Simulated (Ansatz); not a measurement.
`B[S][GeH3]` + `[SiH3]N[SiH2]Cl` → `BN([SiH3])[SiH2]Cl` + `[SH][GeH3]` at 500 K and 1 bar (ligand exchange at a B–S bond).

Computed with Ansatz on PBE0-D4/def2-TZVP structures; ΔE is electronic, products minus reactants. CCSD(T)/CBS adds triple-zeta CCSD(T) − MP2 to the extrapolated MP2 energy (def2 sets, frozen cores). For Ge outer-core shells are correlated without core-valence functions, which leaves a few kJ/mol of doubt a bond. Scalar relativity is left out up to krypton. One conformer a species, not always the lowest.

| species | CCSD(T)/CBS energy (Eh) | H − E (kJ/mol) | S (J/(mol·K)) |
| --- | --- | --- | --- |
| `B[S][GeH3]` | -2501.70931 | 159.2 | 376.7 |
| `[SiH3]N[SiH2]Cl` | -1096.34659 | 205.7 | 418.2 |
| `BN([SiH3])[SiH2]Cl` | -1121.76437 | 245.6 | 455.4 |
| `[SH][GeH3]` | -2476.30083 | 114.8 | 326.3 |

H − E and S are ideal-gas, rigid-rotor, harmonic terms from PBE0-D4/def2-TZVP, for one conformer and one mirror image of each species. 1 Eh = 2625.50 kJ/mol, R = 8.31446 J/(mol·K).

By hand: ΔE, ΔH, ΔS and ΔG.

ΔE = (-1121.76437) + (-2476.30083) − (-2501.70931) − (-1096.34659) = -0.00930 Eh = -24.4 kJ/mol. Δ(H − E) = 245.6 + 114.8 − 159.2 − 205.7 = -4.5, so ΔH = -28.9 kJ/mol. ΔS = 455.4 + 326.3 − 376.7 − 418.2 = -13.2 J/(mol·K). ΔG = -28.9 − 500 × (-13.2)/1000 = -22.3 kJ/mol.

By hand: the equilibrium constant, and the temperature at which ΔG would vanish if ΔH and ΔS stayed fixed.

log₁₀ K = −ΔG/(RT ln 10) = 2.3. ΔG = 0 at ΔH/ΔS = 2189 K, though so small a ΔS makes that figure unsure.

The number of gas molecules stays the same, so ΔS is small and ΔH decides. A doubt of 5 kJ/mol in ΔE shifts log₁₀ K by 0.5 here. Other conformers and mirror images would add mixing entropy, several J/(mol·K) or more a flexible species. Modes under 60 cm⁻¹, often nearly free rotors, make the harmonic entropy too high. These are equilibria of isolated gas molecules and say nothing of rates. Largest T1 diagnostic: 0.014 (customary marks: 0.02 for closed shells, 0.045 for open ones).
